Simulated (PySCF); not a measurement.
PySCF input file for C₃H₆BN₃, SMILES C(=N\B(N)N)/C#C, PBE-D3(BJ)/def2-SVP. Coordinates come from a PBE-D3(BJ)/def2-SVP optimisation. The structure was generated by enumeration; whether it is a known compound was not checked. Other conformers were not sampled.

```python
import numpy as np
from pyscf import gto, scf, dft, df
from pyscf.hessian import thermo

mol = gto.M(
    atom='''
    C     3.51732674    0.28399778    0.12706540
    C     2.30161251    0.18659567    0.25191288
    C     0.88376180    0.06925085    0.47418321
    N     0.02248332    0.06205167   -0.47432346
    B    -1.41675829   -0.10653596   -0.22570792
    N    -1.87230808   -1.27641908    0.45719232
    N    -2.29425575    0.91142955   -0.69486499
    H     4.58690939    0.37101493   -0.00585379
    H     0.60290714   -0.01560388    1.55793798
    H    -2.85023755   -1.56293917    0.48111807
    H    -1.23012763   -2.03914657    0.66394162
    H    -1.93556816    1.73385806   -1.17488269
    H    -3.29773446    0.92699572   -0.52871775
    ''',
    basis='def2-SVP',
    charge=0,
    spin=0,
    max_memory=1600,
    verbose=3,
)
mf = dft.RKS(mol, xc='pbe').density_fit(auxbasis='def2-universal-jkfit')
mf.disp = 'd3bj'
mf.grids.level = 3
mf.conv_tol = 1e-11
mf.max_cycle = 100
mf.kernel()

# [left out here: the lines that compute and print the analytic Hessian (its translational invariance restored by hand, since the grid's response is missing), thermochemistry and intensities]
```

It prints:

```
converged SCF energy = -306.45328924146

WARN: DFTD3 does not support analytical Hessian, using finite difference


WARN: Mole.unit (angstrom) is changed to Bohr

Mode                                 0                   1                   2
Irrep
Freq [cm^-1]                       65.2671             96.8986            111.2262
Reduced mass [au]                   3.4123              3.3044              4.6729
Force const [Dyne/A]                0.0086              0.0183              0.0341
Char temp [K]                      93.9048            139.4155            160.0297
Normal mode                   x     y     z       x     y     z       x     y     z
       0   C                 0.00  0.01 -0.04   -0.01  0.15 -0.02    0.00  0.02  0.13
       1   C                 0.00  0.05 -0.00    0.00 -0.03 -0.00   -0.01  0.00 -0.03
       2   C                 0.00  0.11  0.03    0.01 -0.14  0.00   -0.02  0.00 -0.11
       3   N                 0.01 -0.14  0.02    0.01 -0.06  0.01   -0.00 -0.07 -0.13
       4   B                -0.00 -0.04  0.01   -0.00 -0.01  0.01    0.00 -0.01 -0.02
       5   N                -0.08 -0.04 -0.05   -0.08  0.03  0.02    0.03  0.02  0.05
       6   N                 0.07  0.04  0.05    0.07  0.03 -0.02    0.00  0.03  0.08
       7   H                 0.00 -0.03 -0.06   -0.03  0.30 -0.04    0.02  0.03  0.26
       8   H                -0.00  0.40  0.05    0.03 -0.26 -0.00   -0.07  0.08 -0.12
       9   H                -0.10  0.00 -0.11   -0.10  0.10  0.04    0.02  0.07  0.18
      10   H                -0.13 -0.08 -0.05   -0.13 -0.01  0.05    0.02 -0.01 -0.02
      11   H                 0.11  0.01  0.03    0.13  0.01 -0.01   -0.01  0.01  0.03
      12   H                 0.05  0.04 -0.04    0.07  0.13  0.02    0.01  0.04  0.13
Mode                                 3                   4                   5
Irrep
Freq [cm^-1]                      218.6371            236.4824            316.5053
Reduced mass [au]                   3.9527              1.2293              2.2221
Force const [Dyne/A]                0.1113              0.0405              0.1311
Char temp [K]                     314.5702            340.2455            455.3807
Normal mode                   x     y     z       x     y     z       x     y     z
       0   C                 0.10  0.00  0.08    0.02  0.01  0.02   -0.01 -0.06  0.01
       1   C                 0.07  0.02 -0.11    0.02 -0.02 -0.03   -0.03  0.14 -0.02
       2   C                 0.08  0.01 -0.05    0.02 -0.02 -0.01   -0.02 -0.01 -0.02
       3   N                -0.03  0.02  0.05   -0.01  0.02  0.02   -0.03  0.06 -0.00
       4   B                -0.03  0.00  0.04   -0.02  0.01  0.01   -0.01 -0.06  0.02
       5   N                -0.10 -0.00 -0.01   -0.02 -0.01 -0.03   -0.02 -0.07 -0.02
       6   N                -0.06 -0.04 -0.03   -0.00  0.04  0.08    0.08  0.01 -0.00
       7   H                 0.11 -0.01  0.21    0.03  0.03  0.06    0.00 -0.21  0.03
       8   H                 0.19 -0.00 -0.02    0.05 -0.04 -0.00    0.02 -0.26 -0.03
       9   H                -0.10 -0.01 -0.16   -0.02 -0.01  0.04   -0.03  0.00  0.21
      10   H                -0.13 -0.02  0.04    0.00  0.06  0.16   -0.01  0.04  0.32
      11   H                -0.06  0.04  0.11   -0.08 -0.27 -0.50    0.23 -0.10 -0.08
      12   H                -0.03  0.02  0.15   -0.12 -0.29 -0.58    0.10  0.24  0.08
Mode                                 6                   7                   8
Irrep
Freq [cm^-1]                      345.6431            352.9376            396.2569
Reduced mass [au]                   1.7245              1.6991              1.1296
Force const [Dyne/A]                0.1214              0.1247              0.1045
Char temp [K]                     497.3035            507.7986            570.1255
Normal mode                   x     y     z       x     y     z       x     y     z
       0   C                 0.02 -0.00 -0.03    0.01 -0.03 -0.02   -0.00 -0.01 -0.01
       1   C                 0.03  0.01  0.08    0.01  0.10  0.05    0.00  0.02  0.04
       2   C                 0.02 -0.00  0.01    0.01 -0.02 -0.01   -0.00 -0.01 -0.01
       3   N                 0.06 -0.01 -0.03    0.04  0.03 -0.04    0.02  0.00 -0.03
       4   B                 0.04  0.00 -0.04    0.04 -0.03 -0.02    0.03 -0.01 -0.02
       5   N                -0.05  0.03 -0.09   -0.06  0.04  0.06   -0.03  0.03  0.03
       6   N                -0.06 -0.04  0.03    0.01 -0.04  0.03   -0.00 -0.01  0.04
       7   H                 0.02 -0.01 -0.10    0.02 -0.13 -0.06   -0.01 -0.02 -0.04
       8   H                -0.04 -0.00 -0.00   -0.03 -0.20 -0.04   -0.04 -0.04 -0.02
       9   H                -0.11  0.28  0.31   -0.12  0.20 -0.09    0.03 -0.23 -0.63
      10   H                -0.13  0.11  0.45   -0.25 -0.26 -0.45    0.02  0.09  0.12
      11   H                -0.22  0.01  0.01   -0.05  0.00  0.07   -0.11 -0.23 -0.41
[...]
       1   C                 0.00 -0.00  0.02   -0.00  0.00 -0.00   -0.00 -0.00  0.00
       2   C                -0.09 -0.00  0.02    0.02  0.00 -0.00   -0.01 -0.00 -0.00
       3   N                -0.05 -0.01 -0.04    0.01 -0.01  0.01   -0.01  0.00  0.00
       4   B                 0.13  0.05 -0.03   -0.07  0.19 -0.09    0.06 -0.02  0.01
       5   N                -0.02 -0.02  0.01    0.00 -0.04  0.02   -0.02 -0.04  0.02
       6   N                -0.02 -0.00  0.00    0.02 -0.04  0.02   -0.06  0.07 -0.03
       7   H                 0.03  0.00 -0.01   -0.01 -0.00  0.00    0.00  0.00 -0.00
       8   H                 0.69  0.01  0.24   -0.06 -0.03 -0.03    0.03  0.00  0.01
       9   H                 0.01 -0.15  0.08    0.03 -0.18  0.07   -0.12  0.33 -0.10
      10   H                -0.04 -0.05  0.01   -0.23 -0.22  0.11    0.33  0.23 -0.08
      11   H                 0.02 -0.01  0.01    0.34 -0.18  0.04    0.48 -0.15  0.01
      12   H                -0.03  0.10 -0.06    0.06 -0.27  0.15   -0.02 -0.43  0.22
Mode                                24                  25                  26
Irrep
Freq [cm^-1]                     1548.1174           1681.3268           2140.8839
Reduced mass [au]                   1.6420             10.4425              6.1492
Force const [Dyne/A]                2.3187             17.3923             16.6057
Char temp [K]                    2227.3963           2419.0550           3080.2553
Normal mode                   x     y     z       x     y     z       x     y     z
       0   C                 0.00  0.00 -0.00    0.01  0.00 -0.00    0.16  0.01 -0.02
       1   C                -0.00 -0.00 -0.00   -0.00 -0.00  0.01   -0.22 -0.02  0.03
       2   C                -0.00 -0.00  0.00   -0.16 -0.01 -0.13    0.03  0.00 -0.01
       3   N                 0.00  0.01 -0.00    0.14  0.01  0.11    0.01  0.00  0.00
       4   B                 0.02 -0.11  0.06   -0.04 -0.00  0.01   -0.00 -0.00 -0.00
       5   N                 0.03  0.09 -0.04    0.00  0.00  0.00    0.00  0.00 -0.00
       6   N                -0.04  0.06 -0.03   -0.00 -0.00  0.00    0.00 -0.00  0.00
       7   H                 0.00  0.00  0.00    0.02  0.00 -0.01    0.29  0.02 -0.03
       8   H                 0.00  0.02  0.00    0.13  0.02 -0.05    0.01  0.00 -0.02
       9   H                 0.17 -0.42  0.14   -0.00  0.00 -0.01   -0.00  0.00  0.00
      10   H                -0.37 -0.23  0.05   -0.00 -0.00 -0.00   -0.00 -0.00 -0.00
      11   H                 0.25 -0.06 -0.01   -0.00 -0.00 -0.00   -0.00  0.00 -0.00
      12   H                -0.02 -0.26  0.13    0.00 -0.00  0.01    0.00  0.00  0.00
Mode                                27                  28                  29
Irrep
Freq [cm^-1]                     2869.7736           3403.7295           3529.5659
Reduced mass [au]                   1.0836              1.1562              1.0507
Force const [Dyne/A]                5.2580              7.8923              7.7123
Char temp [K]                    4128.9653           4897.2089           5078.2595
Normal mode                   x     y     z       x     y     z       x     y     z
       0   C                -0.00 -0.00  0.00    0.10  0.01 -0.01   -0.00 -0.00  0.00
       1   C                -0.00 -0.00  0.00   -0.03 -0.00  0.00    0.00 -0.00  0.00
       2   C                -0.02 -0.01  0.08    0.00  0.00 -0.00   -0.00  0.00 -0.00
       3   N                -0.00 -0.00  0.00    0.00 -0.00  0.00   -0.00  0.00  0.00
       4   B                -0.00 -0.00 -0.00    0.00 -0.00  0.00   -0.00 -0.00  0.00
       5   N                 0.00  0.00 -0.00   -0.00  0.00 -0.00    0.02  0.05 -0.01
       6   N                 0.00 -0.00  0.00   -0.00 -0.00  0.00   -0.00  0.00 -0.00
       7   H                 0.00 -0.00  0.00   -0.91 -0.07  0.11    0.00  0.00 -0.00
       8   H                 0.26  0.07 -0.92    0.00  0.00 -0.00    0.00  0.00  0.00
       9   H                -0.00  0.00  0.00   -0.00 -0.00  0.00   -0.73 -0.20  0.02
      10   H                 0.00  0.00  0.00    0.00 -0.00  0.00    0.39 -0.44  0.13
      11   H                -0.00  0.00  0.00    0.00  0.00 -0.00   -0.02 -0.05  0.03
      12   H                 0.00 -0.00  0.00   -0.00  0.00  0.00    0.06  0.00 -0.01
Mode                                30                  31                  32
Irrep
Freq [cm^-1]                     3547.8803           3632.1303           3654.7728
Reduced mass [au]                   1.0499              1.0969              1.0988
Force const [Dyne/A]                7.7867              8.5261              8.6478
Char temp [K]                    5104.6098           5225.8268           5258.4044
Normal mode                   x     y     z       x     y     z       x     y     z
       0   C                -0.00 -0.00  0.00   -0.00  0.00  0.00    0.00 -0.00  0.00
       1   C                 0.00 -0.00  0.00   -0.00  0.00 -0.00   -0.00 -0.00 -0.00
       2   C                 0.00  0.00 -0.00    0.00 -0.00  0.00    0.00  0.00  0.00
       3   N                -0.00 -0.00  0.00    0.00 -0.00 -0.00    0.00  0.00 -0.00
       4   B                -0.00  0.00 -0.00   -0.00  0.00 -0.00   -0.00 -0.00  0.00
       5   N                 0.00  0.00 -0.00   -0.07  0.03 -0.01    0.00 -0.00  0.00
       6   N                 0.03 -0.04  0.02   -0.00 -0.00  0.00   -0.06 -0.04  0.03
       7   H                 0.00  0.00 -0.00    0.00 -0.00 -0.00   -0.00  0.00 -0.00
       8   H                 0.00  0.00 -0.00    0.00  0.00 -0.00   -0.00  0.00  0.00
       9   H                -0.06 -0.02  0.00    0.56  0.17 -0.02   -0.02 -0.00  0.00
      10   H                 0.03 -0.04  0.01    0.46 -0.56  0.16   -0.01  0.01 -0.00
      11   H                 0.25  0.54 -0.32    0.01  0.01 -0.01    0.23  0.55 -0.32
      12   H                -0.68 -0.00  0.12    0.02 -0.00 -0.00    0.65 -0.02 -0.11
temperature 298.1500 [K]
pressure 101325.00 [Pa]
Rotational constants [GHz] 7.88298 1.19623 1.06451
Symmetry number 1
Zero-point energy (ZPE) 0.09493 [Eh]   249246.274 [J/mol]
                           tot       elec      trans        rot        vib
Entropy [J/mol/K]       379.565      0.000    165.529    116.574     97.462
Cv [J/mol/K]            130.707      0.000     12.472     12.472    105.763
Cp [J/mol/K]            139.021      0.000     20.786     12.472    105.763
Internal energy [J/mol]                      3718.434   3718.434 265243.589
Internal energy [Eh]   -306.34943  -306.45329
Enthalpy [J/mol]                             6197.391   3718.434 265243.589
Enthalpy [Eh]          -306.34849
Gibbs free energy [J/mol]                  -43155.022 -31038.085 236185.180
Gibbs free energy [Eh] -306.39159
mode   freq/cm-1   IR/(km/mol)
   1       65.27         5.724
   2       96.90         1.270
   3      111.23         3.579
   4      218.64        11.505
   5      236.48       103.266
   6      316.51        32.006
   7      345.64        90.518
   8      352.94        71.933
   9      396.26        48.379
  10      479.90         2.276
  11      535.21         4.460
  12      543.38         3.206
  13      626.89        13.537
  14      645.69        37.593
  15      667.42        31.634
  16      826.06         0.259
  17      844.15        10.703
  18      887.82         1.104
  19      948.77         6.628
  20      979.96        59.262
  21     1277.19       215.607
  22     1349.10        49.686
  23     1378.03        91.604
  24     1533.12        91.791
  25     1548.12       270.406
  26     1681.33       215.745
  27     2140.88        11.786
  28     2869.77        59.111
  29     3403.73        69.826
  30     3529.57        26.807
  31     3547.88        34.097
  32     3632.13        15.035
  33     3654.77        24.093
max |gradient| / (hartree/bohr): 2.8371873178056623e-05
APT charges: [-0.2551 -0.1687  0.5767 -0.7727  1.1848 -0.7158 -0.7533  0.2153 -0.0359
  0.1657  0.1818  0.2042  0.1729]
```

The run converged.
